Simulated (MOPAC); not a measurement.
Input file for MOPAC: PM6 on C2H10Si (a complex).

```
PM6 1SCF PRECISE CHARGE=0 THREADS=1
C2H10Si

C     -0.08744108 1     0.01240354 1     0.32097134 1
H     -0.33357381 1    -0.40106950 1    -0.65602036 1
H      0.57247743 1    -0.67456127 1     0.84870774 1
H      0.41208120 1     0.97190498 1     0.19233665 1
H     -1.00193496 1     0.15110197 1     0.89594749 1
C      0.58335915 1     1.13933933 1     3.97604775 1
Si    -0.21979320 1    -0.54071956 1     4.19918647 1
H      0.67053226 1     1.39037496 1     2.91815076 1
H      1.58419010 1     1.15176611 1     4.41150476 1
H     -0.00599434 1     1.91876879 1     4.46246768 1
H     -1.58097607 1    -0.55461442 1     3.61063036 1
H     -0.33373742 1    -0.87551958 1     5.64015218 1
H      0.58326741 1    -1.59859456 1     3.53925226 1
```

Output:

```
*******************************************************************************
 **                                                                           **
 **                              MOPAC v23.2.5                                **
 **                                                                           **
 *******************************************************************************
 ** MOPAC's Digital Object Identifier: https://doi.org/10.5281/zenodo.6511958 **
 **                                                                           **
 ** Please cite the open-source release paper for use of this MOPAC version:  **
 ** J. E. Moussa and J. J. P. Stewart (2026)                                  **
 ** MOPAC: An open-source semiempirical molecular orbital program             **
 ** J. Open Source Softw., 11(119), 8025, https://doi.org/10.21105/joss.08025 **
 *******************************************************************************

                              PM6 CALCULATION RESULTS

 *******************************************************************************
 *  PM6        - The PM6 Hamiltonian to be used
 *
 *
 *
 *                 CHARGE ON SYSTEM = 0
 *
 *
 *
 *  PRECISE    - TIGHTER CRITERIA TO BE USED
 *  1SCF       - DO 1 SCF AND THEN STOP
 *  THREADS=1  - MULTI-THREADING NOT USED
 *  T=         - A TIME OF 172800.0 SECONDS REQUESTED
 *  DUMP=N     - RESTART FILE WRITTEN EVERY 7200.0 SECONDS REQUESTED
 *******************************************************************************
PM6 1SCF PRECISE CHARGE=0 THREADS=1
 C2H10Si

   ATOM   CHEMICAL          X               Y               Z
  NUMBER   SYMBOL      (ANGSTROMS)     (ANGSTROMS)     (ANGSTROMS)

     1       C         -0.08744108  *   0.01240354  *   0.32097134  *
     2       H         -0.33357381  *  -0.40106950  *  -0.65602036  *
     3       H          0.57247743  *  -0.67456127  *   0.84870774  *
     4       H          0.41208120  *   0.97190498  *   0.19233665  *
     5       H         -1.00193496  *   0.15110197  *   0.89594749  *
     6       C          0.58335915  *   1.13933933  *   3.97604775  *
     7      Si         -0.21979320  *  -0.54071956  *   4.19918647  *
     8       H          0.67053226  *   1.39037496  *   2.91815076  *
     9       H          1.58419010  *   1.15176611  *   4.41150476  *
    10       H         -0.00599434  *   1.91876879  *   4.46246768  *
    11       H         -1.58097607  *  -0.55461442  *   3.61063036  *
    12       H         -0.33373742  *  -0.87551958  *   5.64015218  *
    13       H          0.58326741  *  -1.59859456  *   3.53925226  *



          CARTESIAN COORDINATES

    NO.       ATOM           X           Y           Z

     1         C         -0.0874      0.0124      0.3210
     2         H         -0.3336     -0.4011     -0.6560
     3         H          0.5725     -0.6746      0.8487
     4         H          0.4121      0.9719      0.1923
     5         H         -1.0019      0.1511      0.8959
     6         C          0.5834      1.1393      3.9760
     7        Si         -0.2198     -0.5407      4.1992
     8         H          0.6705      1.3904      2.9182
     9         H          1.5842      1.1518      4.4115
    10         H         -0.0060      1.9188      4.4625
    11         H         -1.5810     -0.5546      3.6106
    12         H         -0.3337     -0.8755      5.6402
    13         H          0.5833     -1.5986      3.5393

 General Reference for PM6:
 "Optimization of Parameters for Semiempirical Methods V: Modification of NDDO Approximations
 and Application to 70 Elements", J. J. P. Stewart, J. Mol. Mod., 13, 1173-1213 (2007)
 URL: https://link.springer.com/article/10.1007/s00894-007-0233-4

           Empirical Formula: C2 H10 Si  =    13 atoms



      MOLECULAR POINT GROUP   :   Cs


      RHF CALCULATION, NO. OF DOUBLY OCCUPIED LEVELS = 11


 -------------------------------------------------------------------------------
 PM6 1SCF PRECISE CHARGE=0 THREADS=1
 C2H10Si



     1SCF WAS SPECIFIED, SO BFGS WAS NOT USED
     SCF FIELD WAS ACHIEVED


                              PM6 CALCULATION
                                                       MOPAC v23.2.5 Linux




          FINAL HEAT OF FORMATION =        -23.13643 KCAL/MOL =     -96.80283 KJ/MOL


          COSMO AREA              =        135.70 SQUARE ANGSTROMS
          COSMO VOLUME            =        124.48 CUBIC ANGSTROMS

          IONIZATION POTENTIAL    =         11.033497 EV
          HOMO LUMO ENERGIES (EV) =        -11.033  0.599
          NO. OF FILLED LEVELS    =         11
          MOLECULAR WEIGHT        =         62.1865         POINT GROUP:  Cs

          MOLECULAR DIMENSIONS (Angstroms)

            Atom       Atom       Distance
            H    12    H     2     6.31402
            H    10    H    13     3.62500
            H     9    H    11     3.40946


          SCF CALCULATIONS        =          1





   ATOM   CHEMICAL          X               Y               Z
  NUMBER   SYMBOL      (ANGSTROMS)     (ANGSTROMS)     (ANGSTROMS)

     1       C         -0.08744108  *   0.01240354  *   0.32097134  *
     2       H         -0.33357381  *  -0.40106950  *  -0.65602036  *
     3       H          0.57247743  *  -0.67456127  *   0.84870774  *
     4       H          0.41208120  *   0.97190498  *   0.19233665  *
     5       H         -1.00193496  *   0.15110197  *   0.89594749  *
     6       C          0.58335915  *   1.13933933  *   3.97604775  *
     7      Si         -0.21979320  *  -0.54071956  *   4.19918647  *
     8       H          0.67053226  *   1.39037496  *   2.91815076  *
     9       H          1.58419010  *   1.15176611  *   4.41150476  *
    10       H         -0.00599434  *   1.91876879  *   4.46246768  *
    11       H         -1.58097607  *  -0.55461442  *   3.61063036  *
    12       H         -0.33373742  *  -0.87551958  *   5.64015218  *
    13       H          0.58326741  *  -1.59859456  *   3.53925226  *

                             CARTESIAN COORDINATES

   1    C       -0.087441080     0.012403540     0.320971340
   2    H       -0.333573810    -0.401069500    -0.656020360
   3    H        0.572477430    -0.674561270     0.848707740
   4    H        0.412081200     0.971904980     0.192336650
   5    H       -1.001934960     0.151101970     0.895947490
   6    C        0.583359150     1.139339330     3.976047750
   7   Si       -0.219793200    -0.540719560     4.199186470
   8    H        0.670532260     1.390374960     2.918150760
   9    H        1.584190100     1.151766110     4.411504760
  10    H       -0.005994340     1.918768790     4.462467680
  11    H       -1.580976070    -0.554614420     3.610630360
  12    H       -0.333737420    -0.875519580     5.640152180
  13    H        0.583267410    -1.598594560     3.539252260


           Empirical Formula: C2 H10 Si  =    13 atoms



      MOLECULAR POINT GROUP   :   Cs


                  EIGENVALUES
 -25.27434 -24.79097 -17.96214 -14.11614 -14.00415 -13.65258 -13.61542 -13.49727
 -11.22081 -11.18931 -11.03350   0.59913   1.21573   1.22263   1.93369   1.93701
   2.94085   4.55050   4.75415   4.75984   5.92423   5.93592   5.99624   6.02434
   6.02901   7.11112   7.26560


              NET ATOMIC CHARGES AND DIPOLE CONTRIBUTIONS

  ATOM NO.   TYPE          CHARGE      No. of ELECS.   s-Pop       p-Pop       d-Pop
    1          C          -0.656236        4.6562     1.07962     3.57661
    2          H           0.163605        0.8364     0.83639
    3          H           0.166441        0.8336     0.83356
    4          H           0.161566        0.8384     0.83843
    5          H           0.166300        0.8337     0.83370
    6          C          -0.811289        4.8113     1.07889     3.73240
    7         Si           0.234384        3.7656     1.20457     1.95999     0.60107
    8          H           0.199471        0.8005     0.80053
    9          H           0.197490        0.8025     0.80251
   10          H           0.197475        0.8025     0.80253
   11          H          -0.006476        1.0065     1.00648
   12          H          -0.006160        1.0062     1.00616
   13          H          -0.006571        1.0066     1.00657
 DIPOLE           X         Y         Z       TOTAL
 POINT-CHG.    -0.350    -0.729     0.072     0.812
 HYBRID         0.591     1.237    -0.179     1.383
 SUM            0.241     0.508    -0.107     0.573


          ATOMIC ORBITAL ELECTRON POPULATIONS

     Atom    s        px        py        pz      x^2-y^2     xz        z^2       yz        xy
    1  C   1.07962   1.19374   1.19080   1.19208
    2  H   0.83639
    3  H   0.83356
    4  H   0.83843
    5  H   0.83370
    6  C   1.07889   1.22314   1.30760   1.20167
    7 Si   1.20457   0.68359   0.55992   0.71647   0.13546   0.08506   0.16209   0.09618   0.12228
    8  H   0.80053
    9  H   0.80251
   10  H   0.80253
   11  H   1.00648
   12  H   1.00616
   13  H   1.00657

 **********************
 *                    *
 * JOB ENDED NORMALLY *
 *                    *
 **********************




 == MOPAC DONE ==
```

The run finished.

Cost: very roughly 0.020 core-seconds.
